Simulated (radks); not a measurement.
Results of a calculation; reference values are marked as such.
Ionisation of Kr+, [Ar] 3d10 4s2 4p5, to Kr2+, [Ar] 3d10 4s2 4p4, under several functionals. Dirac Kohn-Sham, spin-unpolarised, spherical densities, finite nucleus; open shells are shared between the two j in proportion to 2j + 1; a radial shooting solver on a logarithmic mesh with Libxc functionals.

functional         E(Kr+) (hartree)  Exc (hartree)  IE (eV)  -e(HOMO) (eV)  <r> HOMO (bohr)  IE error (eV)
XLYP                    -2790.74234      -97.05048   25.046         19.172            1.847         +0.686
PBE                     -2789.93045      -96.23358   25.183         19.314            1.841         +0.824
AM05                    -2786.68565      -92.93991   25.166         19.286            1.837         +0.806
HCTH/407                -2791.77550      -98.21862   25.474         19.578            1.832         +1.114
BP86                    -2790.63443      -96.94863   25.290         19.414            1.838         +0.931
OLYP                    -2791.10553      -97.49473   25.175         19.290            1.837         +0.816
exchange-only B88       -2788.66568      -94.94776   24.103         18.255            1.853         -0.257

NIST Atomic Spectra Database: 24.360 eV (measured). Closest: exchange-only B88. The Delta-SCF values span 1.37 eV, the total energies 5.09 hartree. The highest occupied level is 4p3/2. Spin polarisation and multiplet splitting are left out, so open shells lie too high by an amount that depends on their filling. Sharing an open shell by 2j + 1 raises it above the true ground level by a part of the spin-orbit splitting, which enters the differences from NIST.

Beside tabulated values, note that spin-unpolarised runs miss the spin-polarisation part of the exchange energy of open shells.
